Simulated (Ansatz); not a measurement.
Correlation energies of C$_{2}$H$_{4}$OSi, SMILES `C#C[SiH2]O` by basis set

```xyz
8

C     2.144    0.048   -0.263
C     0.972    0.129    0.012
Si   -0.808    0.258    0.407
O    -1.654   -0.993   -0.236
H     3.181   -0.023   -0.501
H    -1.275    1.569   -0.113
H    -1.004    0.177    1.869
H    -1.556   -1.165   -1.174
```

Total charge 0; spin multiplicity 1. The geometry is a stationary point of PBE0-D4/def2-TZVP. It is one conformer, not always the lowest. Frozen core, restricted reference, Ansatz 0.2.0. CBS rows extrapolate triple and quadruple zeta; past MP2 they add the triple-zeta difference.

```tsv
basis	HF (Eh)	MP2 corr.	CCSD corr.	(T)	CCSD(T) total
def2-SVP	?	-0.53080	-0.56311	-0.01830	?
def2-TZVPP	-441.93242	-0.66137	?	?	?
def2-QZVPP	-441.94862	-0.70999	–	–	–
CBS(def2)	-441.95085	-0.74600	?	as TZ	?
```

Fill in the withheld values. (An estimate is asked.)

Ansatz gave: def2-SVP HF (Eh): -441.63619; def2-SVP CCSD(T) total: -442.21760; def2-TZVPP CCSD corr.: -0.68627; def2-TZVPP (T): -0.02991; def2-TZVPP CCSD(T) total: -442.64860; CBS(def2) CCSD corr.: -0.77090; CBS(def2) CCSD(T) total: -442.75166.
